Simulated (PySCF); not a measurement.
C6H9O, SMILES O=C1C[CH]CCC1, multiplicity 2.

Geometry: PBE-D3(BJ)/def2-SVP. The isomer is the one that the SMILES or the coordinates give; other isomers of the formula were not compared. The values are those of a single conformer.

Level of theory: PBE-D3(BJ)/def2-SVP in PySCF.

No scaling factor is applied to the harmonic values.

### Question
Estimate the vibrational spectrum. (Estimate from the structure and the level; the computed values follow.)

### Answer

| mode | ν (cm⁻¹) | IR (km/mol) | moving atoms (share of kinetic energy) |
|---|---|---|---|
| 1 | 72 | 2.3 | C 37 %, H 33 %, O 30 % |
| 2 | 124 | 7.8 | H 57 %, C 32 %, O 11 % |
| 3 | 225 | 5.9 | H 58 %, C 38 % |
| 4 | 355 | 10.4 | C 50 %, H 37 %, O 13 % |
| 5 | 402 | 1.5 | C 57 %, H 41 % |
| 6 | 418 | 12.5 | C 59 %, H 37 % |
| 7 | 477 | 5.6 | O 41 %, C 37 %, H 22 % |
| 8 | 495 | 15.8 | C 62 %, H 32 % |
| 9 | 650 | 1.7 | C 59 %, H 26 %, O 15 % |
| 10 | 737 | 4.2 | C 56 %, H 39 % |
| 11 | 789 | 1.1 | H 50 %, C 50 % |
| 12 | 842 | 0.6 | H 57 %, C 42 % |
| 13 | 853 | 2.2 | C 57 %, H 41 % |
| 14 | 906 | 3.3 | C 58 %, H 41 % |
| 15 | 944 | 3.5 | C 57 %, H 42 % |
| 16 | 1012 | 3.1 | H 56 %, C 43 % |
| 17 | 1018 | 11.0 | H 82 %, C 18 % |
| 18 | 1047 | 3.6 | C 50 %, H 47 % |
| 19 | 1110 | 3.7 | H 63 %, C 37 % |
| 20 | 1118 | 38.2 | C 53 %, H 46 % |
| 21 | 1147 | 13.2 | H 74 %, C 25 % |
| 22 | 1181 | 15.3 | H 58 %, C 41 % |
| 23 | 1213 | 3.1 | H 74 %, C 25 % |
| 24 | 1236 | 6.9 | H 69 %, C 30 % |
| 25 | 1278 | 6.2 | H 61 %, C 39 % |
| 26 | 1284 | 7.4 | H 72 %, C 27 % |
| 27 | 1302 | 4.7 | H 64 %, C 35 % |
| 28 | 1335 | 4.4 | C 53 %, H 47 % |
| 29 | 1370 | 6.7 | H 87 %, C 13 % |
| 30 | 1386 | 7.9 | H 90 %, C 10 % |
| 31 | 1398 | 10.0 | H 89 %, C 11 % |
| 32 | 1414 | 2.9 | H 90 %, C 10 % |
| 33 | 1786 | 229.9 | C 62 %, O 36 % |
| 34 | 2872 | 18.4 | H 94 % |
| 35 | 2890 | 36.6 | H 94 % |
| 36 | 2950 | 11.3 | H 94 % |
| 37 | 2971 | 33.3 | H 95 % |
| 38 | 3024 | 23.9 | H 90 %, C 10 % |
| 39 | 3035 | 19.5 | H 92 %, C 8 % |
| 40 | 3056 | 10.9 | H 91 %, C 9 % |
| 41 | 3067 | 6.8 | H 92 %, C 8 % |
| 42 | 3134 | 6.9 | H 92 %, C 8 % |
